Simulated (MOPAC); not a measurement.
MOPAC input (PM3):

```
PM3 1SCF CHARGE=-1 GEO-OK AUX(PRECISION=9) THREADS=1
C3H3O

C     2.01962942 1    0.03654930 1   -0.25219718 1
C     0.84107937 1   -0.24744500 1    0.00776197 1
C    -0.56243470 1   -0.49639828 1    0.27901808 1
O    -1.41500704 1    0.62914212 1   -0.10445646 1
H    -0.75143795 1   -0.68065096 1    1.34701849 1
H    -0.94041737 1   -1.37362502 1   -0.26678270 1
H    -0.77773291 1    1.26490288 1   -0.45208132 1
```

From the output:

```
                                                       MOPAC v23.2.5 Linux

          FINAL HEAT OF FORMATION =         18.88148 KCAL/MOL =      79.00010 KJ/MOL

          COSMO AREA              =         97.63 SQUARE ANGSTROMS
          COSMO VOLUME            =         79.96 CUBIC ANGSTROMS

          IONIZATION POTENTIAL    =          3.947456 EV
          HOMO LUMO ENERGIES (EV) =         -3.947  7.884
          NO. OF FILLED LEVELS    =         11
          MOLECULAR WEIGHT        =         55.0561         POINT GROUP:  Cs

          MOLECULAR DIMENSIONS (Angstroms)

            Atom       Atom       Distance
            O     4    C     1     3.48851
            H     7    H     6     2.63517
            H     5    H     6     1.66426

          SCF CALCULATIONS        =          1

   ATOM   CHEMICAL          X               Y               Z
  NUMBER   SYMBOL      (ANGSTROMS)     (ANGSTROMS)     (ANGSTROMS)

     1       C          2.01962942  *   0.03654930  *  -0.25219718  *
     2       C          0.84107937  *  -0.24744500  *   0.00776197  *
     3       C         -0.56243470  *  -0.49639828  *   0.27901808  *
     4       O         -1.41500704  *   0.62914212  *  -0.10445646  *
     5       H         -0.75143795  *  -0.68065096  *   1.34701849  *
     6       H         -0.94041737  *  -1.37362502  *  -0.26678270  *
     7       H         -0.77773291  *   1.26490288  *  -0.45208132  *

                             CARTESIAN COORDINATES

   1    C        2.019629420     0.036549300    -0.252197180
   2    C        0.841079370    -0.247445000     0.007761970
   3    C       -0.562434700    -0.496398280     0.279018080
   4    O       -1.415007040     0.629142120    -0.104456460
   5    H       -0.751437950    -0.680650960     1.347018490
   6    H       -0.940417370    -1.373625020    -0.266782700
   7    H       -0.777732910     1.264902880    -0.452081320

           Empirical Formula: C3 H3 O  =     7 atoms

      MOLECULAR POINT GROUP   :   Cs

                  EIGENVALUES
 -32.89384 -24.47882 -19.31298 -13.14822 -10.78694 -10.65369  -9.06773  -6.79411
  -4.27958  -4.20377  -3.94746   7.88352   8.24901   8.46786   8.95911   9.61786
   9.73663  10.13166  13.23757

              NET ATOMIC CHARGES AND DIPOLE CONTRIBUTIONS

  ATOM NO.   TYPE          CHARGE      No. of ELECS.   s-Pop       p-Pop
    1          C          -0.314879        4.3149     1.74826     2.56662
    2          C          -0.761506        4.7615     1.29463     3.46688
    3          C           0.304410        3.6956     1.09402     2.60157
    4          O          -0.407208        6.4072     1.83205     4.57516
    5          H          -0.012822        1.0128     1.01282
    6          H          -0.012822        1.0128     1.01282
    7          H           0.204826        0.7952     0.79517
 DIPOLE           X         Y         Z       TOTAL
 POINT-CHG.    -4.631     0.332     0.400     4.660
 HYBRID        -1.261    -0.219     0.242     1.302
 SUM           -5.891     0.113     0.641     5.927

          ATOMIC ORBITAL ELECTRON POPULATIONS

     Atom    s        px        py        pz
    1  C   1.74826   1.03799   0.75317   0.77545
    2  C   1.29463   1.01573   1.23028   1.22086
    3  C   1.09402   0.83746   0.84575   0.91836
    4  O   1.83205   1.37706   1.33452   1.86358
    5  H   1.01282
    6  H   1.01282
    7  H   0.79517

 **********************
 *                    *
 * JOB ENDED NORMALLY *
 *                    *
 **********************

 == MOPAC DONE ==
```

The dipole moment of an ion depends on the origin.

The geometry given is a B3LYP-D3(BJ)/def2-TZVP minimum.
